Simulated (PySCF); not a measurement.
Structure problem from calculated spectra and properties.

Formula: BCl3.

* Dipole: 0.00 D [CAM-B3LYP/def2-SVPD]
* XPS: B1s 199.9, Cl2p3/2 207.1 (×3), Cl1s 2829.7 (×3) eV [ΔSCF SCAN, pcX-2 on the ionised atom, pcseg-1 elsewhere, spin-free X2C, 2p3/2 from a spin–orbit splitting computed afterwards within the 2p shell]
* Polarisability: 54.6 au [CAM-B3LYP/def2-SVPD]
* Rotational structure: rotational constants A, B, C: 3.178, 3.172, 1.588 GHz [PBE0-D3(BJ)/def2-SVP]
* Triplet: lowest triplet excitation (Tamm–Dancoff): 5.70 eV [TDA CAM-B3LYP/def2-SVPD]
* UV, first state: lowest singlet excitation: 5.87 eV (211 nm, f = 0.000) [TDDFT CAM-B3LYP/def2-SVPD]

Gas-phase values; electronic properties from PySCF, density fitting. Levels stand in brackets. Isolated species at its PBE0-D3(BJ)/def2-SVP geometry, gas phase.

**Question.** Propose a structure and show how it fits.

**Answer.** The core levels belong to: B1s 199.9 eV, boron bonded to 3 Cl; Cl2p3/2 207.1 eV, chlorine bonded to B; Cl1s 2829.7 eV, chlorine bonded to B. The vanishing dipole is forced by symmetry. The optimised geometry has point group D3h and is an oblate symmetric top (the spread among constants that symmetry makes equal is optimisation noise). Structure: `ClB(Cl)Cl`. The assignments are read from this structure; whether some other isomer fits the data as well wasn't checked.
